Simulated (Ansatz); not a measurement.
C3H9Cl2GaSi, singlet, geometry from GFN2-xTB (such geometries of metal compounds can be far from the true shape), atoms displaced at random by about 0.03 Å a coordinate; Ansatz (a program for electronic structure) with B3LYP/STO-3G, gradient.

Ansatz was given this input:
Ansatz 0.2 input:
```yaml
crystal:
  periodic: [false, false, false]
  atoms:
    - {symbol: Ga, position_ang: [-0.01603487, 0.68825795, -0.05341059]}
    - {symbol: Cl, position_ang: [1.47089882, 1.83860961, -1.04440906]}
    - {symbol: Cl, position_ang: [-1.46577271, 2.01172016, 0.73558057]}
    - {symbol: Si, position_ang: [-0.02268909, -1.68665075, 0.16853902]}
    - {symbol: C, position_ang: [-1.83258744, -2.26540521, 0.38733971]}
    - {symbol: C, position_ang: [1.05973090, -2.15755169, 1.69349737]}
    - {symbol: C, position_ang: [0.77694606, -2.49429116, -1.37479670]}
    - {symbol: H, position_ang: [-1.95297994, -3.37804244, 0.57416096]}
    - {symbol: H, position_ang: [-2.27999250, -1.69384871, 1.24484383]}
    - {symbol: H, position_ang: [-2.42400162, -2.02896500, -0.51170772]}
    - {symbol: H, position_ang: [0.58404238, -1.66990813, 2.60010218]}
    - {symbol: H, position_ang: [2.05914310, -1.77830113, 1.58914038]}
    - {symbol: H, position_ang: [1.07826448, -3.20383744, 1.90668336]}
    - {symbol: H, position_ang: [1.70429210, -1.98358626, -1.58168012]}
    - {symbol: H, position_ang: [0.17826951, -2.22006734, -2.27380485]}
    - {symbol: H, position_ang: [0.90792632, -3.52855875, -1.33007353]}
basis:
  gaussian:
    orbitals: STO-3G
hamiltonian:
  xc: b3lyp
output: {forces: true}
```

It wrote (shortened):

```
Functional definition: B3LYP
811 factors; integrals over basis functions are off by at most 8.4e-5 eV
mean field evaluation 1: about -86356.0170 eV, gradient 3.5e2 eV
mean field evaluation 2: about -87180.1765 eV, gradient 1.6e2 eV
mean field evaluation 4: about -87417.7963 eV, gradient 1.0e2 eV
mean field evaluation 8: about -87538.8072 eV, gradient 3.5e1 eV
mean field evaluation 16: about -87545.3027 eV, gradient 1.8e-1 eV
mean field evaluation 32: about -87545.3030 eV, gradient 1.8e-4 eV
mean field -87545.30295888 eV, -3217.2305434011 hartree, gradient 3.1e-6 eV, S^2 0.000000; 4 other end points of the search recorded, 0 dependent functions left out
the calculation of the forces begins
reference -87545.30322495 eV, -3217.2305531792 hartree; 53, 53 occupied and 16, 16 virtual orbitals, 811 factors
Total energy: -87545.30322495 eV, -3217.2305531792 hartree
Atom 0 at    -0.016035     0.688258    -0.053411 Å, force     0.052346     0.830233    -0.079796 eV/Å
Atom 1 at     1.470899     1.838610    -1.044409 Å, force    -1.185026    -0.848955     0.787255 eV/Å
Atom 2 at    -1.465773     2.011720     0.735581 Å, force     1.151929    -0.965087    -0.626614 eV/Å
Atom 3 at    -0.022689    -1.686651     0.168539 Å, force     0.469293    -0.355012    -0.017138 eV/Å
Atom 4 at    -1.832587    -2.265405     0.387340 Å, force    -0.080150    -0.349842     0.688252 eV/Å
Atom 5 at     1.059731    -2.157552     1.693497 Å, force    -2.468734     2.031096     0.638677 eV/Å
Atom 6 at     0.776946    -2.494291    -1.374797 Å, force    -1.694806     3.642199    -0.615133 eV/Å
Atom 7 at    -1.952980    -3.378042     0.574161 Å, force     0.335927     1.330180    -0.075037 eV/Å
Atom 8 at    -2.279993    -1.693849     1.244844 Å, force     0.200385    -0.690699    -0.673935 eV/Å
Atom 9 at    -2.424002    -2.028965    -0.511708 Å, force     0.070252     0.021386     0.104940 eV/Å
Atom 10 at     0.584042    -1.669908     2.600102 Å, force     0.769187    -0.482305    -0.923457 eV/Å
Atom 11 at     2.059143    -1.778301     1.589140 Å, force     0.933219     0.239699    -0.056972 eV/Å
Atom 12 at     1.078264    -3.203837     1.906683 Å, force     0.096444    -1.328016    -0.093240 eV/Å
Atom 13 at     1.704292    -1.983586    -1.581680 Å, force     1.064993    -0.070698     0.197566 eV/Å
Atom 14 at     0.178270    -2.220067    -2.273805 Å, force    -0.026939    -0.623887     0.527833 eV/Å
Atom 15 at     0.907926    -3.528559    -1.330074 Å, force     0.311680    -2.380291     0.216797 eV/Å
Dipole moment:    -0.024757    -0.637575     0.065337 e Å
```
